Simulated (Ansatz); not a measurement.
Geometry optimisation, Ansatz, RKS PBE0-D4/def2-SVP.

Input:

```yaml
crystal:
  periodic: [false, false, false]
  atoms:
    - { symbol: Sn, position_ang: [-0.634189, -0.011268, 1.343244] }
    - { symbol: O, position_ang: [-0.487997, 0.202473, -0.665529] }
    - { symbol: C, position_ang: [0.4362, -0.495616, -1.447882] }
    - { symbol: O, position_ang: [0.249462, 1.746435, 1.551809] }
    - { symbol: H, position_ang: [0.290472, 1.938507, 0.599294] }
    - { symbol: H, position_ang: [0.325099, -1.305493, 1.92043] }
    - { symbol: H, position_ang: [-2.282603, 0.005805, 1.773918] }
    - { symbol: H, position_ang: [0.684362, -1.50367, -1.062317] }
    - { symbol: H, position_ang: [1.390892, 0.057294, -1.54687] }
    - { symbol: H, position_ang: [0.028301, -0.634366, -2.465997] }
basis:
  gaussian: { orbitals: def2-SVP }
hamiltonian:
  xc: pbe0
  dispersion: d4
relax:
  f_tol: 0.03
  max_steps: 50
output:
  orbitals: {}
```

Run as:

```bash
$ ansatz run input.yaml --threads 2 --pin off --max-ram 3072MiB --backend cpu --events-out ev --progress --plain --runs-dir out
```

Question: Where does it end, and by what steps?

Answer: The run converged. The force dipped under the threshold on the way, but the program's further checks kept it going. After 15 steps the energy has fallen by 0.227 eV; H5 moved furthest, 0.68 Å.

```json
{"step": "0", "energy less start (eV)": "0.0000", "largest force component (eV/Å)": "0.718", "accepted": "yes"}
{"step": "1", "energy less start (eV)": "-0.1092", "largest force component (eV/Å)": "0.685", "accepted": "yes"}
{"step": "2", "energy less start (eV)": "-0.1584", "largest force component (eV/Å)": "1.117", "accepted": "yes"}
{"step": "3", "energy less start (eV)": "-0.1630", "largest force component (eV/Å)": "1.246", "accepted": "yes"}
{"step": "4", "energy less start (eV)": "-0.1654", "largest force component (eV/Å)": "1.398", "accepted": "yes"}
{"step": "5", "energy less start (eV)": "-0.2026", "largest force component (eV/Å)": "0.299", "accepted": "yes"}
{"step": "6", "energy less start (eV)": "-0.2086", "largest force component (eV/Å)": "0.359", "accepted": "yes"}
{"step": "7", "energy less start (eV)": "-0.2088", "largest force component (eV/Å)": "0.491", "accepted": "yes"}
{"step": "8", "energy less start (eV)": "-0.2116", "largest force component (eV/Å)": "0.614", "accepted": "yes"}
{"step": "9", "energy less start (eV)": "-0.0603", "largest force component (eV/Å)": "2.900", "accepted": "no"}
{"step": "10", "energy less start (eV)": "-0.2232", "largest force component (eV/Å)": "0.106", "accepted": "yes"}
{"step": "11", "energy less start (eV)": "-0.2250", "largest force component (eV/Å)": "0.079", "accepted": "yes"}
{"step": "12", "energy less start (eV)": "-0.2270", "largest force component (eV/Å)": "0.032", "accepted": "yes"}
{"step": "13", "energy less start (eV)": "-0.2272", "largest force component (eV/Å)": "0.015", "accepted": "yes"}
{"step": "14", "energy less start (eV)": "-0.2272", "largest force component (eV/Å)": "0.059", "accepted": "yes"}
{"step": "15", "energy less start (eV)": "-0.2273", "largest force component (eV/Å)": "0.018", "accepted": "yes"}
```

```xyz
10
Properties=species:S:1:pos:R:3
Sn -0.614 -0.005 1.211
O -0.731 -0.293 -0.749
C 0.408 -0.597 -1.500
O 0.543 1.576 1.520
H 0.193 2.374 1.107
H 0.247 -1.280 1.951
H -2.232 0.289 1.665
H 0.934 -1.507 -1.147
H 1.149 0.226 -1.513
H 0.105 -0.783 -2.545
```

Run time: 82 s on 2 threads of Arm Neoverse N1 (shared host), peak memory 0.23 GiB.
